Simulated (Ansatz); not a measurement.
A CCSD(T) single point on C₂H₉FSi₂, SMILES `C[SiH2]C[SiH2]F`.

```yaml
crystal:
  periodic: [false, false, false]
  atoms:
    - {symbol: C, position_ang: [-0.840219, 0.583676, 2.202604]}
    - {symbol: Si, position_ang: [0.409131, 0.286740, 0.844566]}
    - {symbol: C, position_ang: [-0.426988, -0.265895, -0.744123]}
    - {symbol: Si, position_ang: [0.717880, -0.585934, -2.162079]}
    - {symbol: F, position_ang: [-0.120693, -1.050036, -3.449504]}
    - {symbol: H, position_ang: [-0.344801, 0.903829, 3.122135]}
    - {symbol: H, position_ang: [-1.402186, -0.327761, 2.420225]}
    - {symbol: H, position_ang: [-1.552040, 1.360484, 1.913183]}
    - {symbol: H, position_ang: [1.382596, -0.758178, 1.269660]}
    - {symbol: H, position_ang: [1.177669, 1.535538, 0.579799]}
    - {symbol: H, position_ang: [-1.148081, 0.504083, -1.041998]}
    - {symbol: H, position_ang: [-0.993895, -1.180912, -0.536953]}
    - {symbol: H, position_ang: [1.671593, -1.678114, -1.845851]}
    - {symbol: H, position_ang: [1.456936, 0.643377, -2.542866]}
basis:
  gaussian: {orbitals: def2-TZVPP}
correlation: {method: ccsd_t}
output: {orbitals: {seedname: orbitals}}
```

```sh
$ ansatz run in.yaml --threads 4 --pin off --events-out ev --progress --plain --max-ram 10444MiB
```

Output of Ansatz, abridged:

```
Functional definition: HF
1736 factors; integrals over basis functions are off by at most 1.2e-3 eV
mean field evaluation 1: about -20634.5653 eV, gradient 4.2e1 eV
mean field evaluation 2: about -20634.7967 eV, gradient 4.2e1 eV
mean field evaluation 4: about -20638.9804 eV, gradient 4.3e0 eV
mean field evaluation 8: about -20639.0482 eV, gradient 2.4e-1 eV
mean field -20639.04850394 eV, -758.4710428702 hartree, gradient 6.8e-6 eV, S^2 0.000000; 0 other end points of the search recorded, 0 dependent functions left out
13 core orbitals not correlated: weight in the atoms' cores, before any rotation towards them, 1.000 or more for the frozen orbitals, at most 0.000 for the correlated occupied ones
reference -20639.04850394 eV, -758.4710428702 hartree; 16, 16 occupied and 274, 274 virtual orbitals, 1736 factors
second order -23.30619939 eV of doubles, -0.00000000 eV of singles
cycle   1  -24.22760734 eV  change   -9.2e-1 eV  update   1.0e-1
cycle   2  -24.80338244 eV  change   -5.8e-1 eV  update   3.0e-2
cycle   3  -24.91673006 eV  change   -1.1e-1 eV  update   1.4e-2
cycle   4  -24.90949798 eV  change    7.2e-3 eV  update   3.1e-3
cycle   5  -24.90777413 eV  change    1.7e-3 eV  update   1.2e-3
cycle   6  -24.90796855 eV  change   -1.9e-4 eV  update   3.4e-4
cycle   7  -24.90783659 eV  change    1.3e-4 eV  update   1.2e-4
cycle   8  -24.90779770 eV  change    3.9e-5 eV  update   3.7e-5
perturbative correction -0.84604525 eV, -0.0310915895 hartree
Total energy: -20664.80234689 eV, -759.4174791421 hartree
```

It took 6.8 min on 4 threads of an Intel Xeon Platinum 8488C on a shared host, with 3.9 GiB of host memory at the peak.

Correlation energy per correlated electron: -0.805 eV. T1 diagnostic: 0.0106.
